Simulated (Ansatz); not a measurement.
The same path of C2H5NSSi (10 atoms, charge 0, multiplicity 1) was run twice with different band settings. The coordinate that changes most is the height of N1 over the plane of its neighbours.

Level of theory: Ansatz, RKS PBE-D4/def2-SVP.

Relaxed end points:

```xyz
10
Properties=species:S:1:pos:R:3
N 0.114 0.147 2.008
Si 0.476 -0.512 0.452
C -0.791 -1.077 -0.710
C -0.191 0.067 -1.166
S -0.441 1.077 -2.564
H 0.865 0.465 2.623
H -0.765 0.634 2.191
H 1.855 -1.087 0.557
H -1.602 -1.727 -1.076
H 0.564 1.962 -2.311
```

```xyz
10
Properties=species:S:1:pos:R:3
N 0.114 0.151 2.005
Si 0.475 -0.513 0.451
C -0.792 -1.077 -0.710
C -0.191 0.067 -1.167
S -0.441 1.077 -2.565
H -0.763 0.641 2.191
H 0.866 0.453 2.627
H 1.855 -1.087 0.563
H -1.605 -1.724 -1.078
H 0.565 1.962 -2.313
```

Common settings: climbing image yes; spring 5.0 eV/Å²; optimiser quadratic models (default); start path through a guess of the saddle point; force threshold 0.03 eV/Å; iteration limit 60; end points relaxed.

| run | movable images |
| --- | --- |
| 1 | 5 |
| 2 | 3 |

(1) What does each run give, and how far can it be trusted?

## Answers

(1) Run 1: converged after 11 iterations, highest image 0.166 eV above the first end. A vibrational analysis at the climbing image gives one clearly imaginary mode, 260i cm⁻¹: a first-order saddle point.
Run 2: converged after 10 iterations, highest image 0.166 eV above the first end. Another band between the same ends (5 images) ends at a top of the same energy, where a vibrational analysis finds 1 clearly imaginary mode. So few images can step over the top or miss a turn of the path.
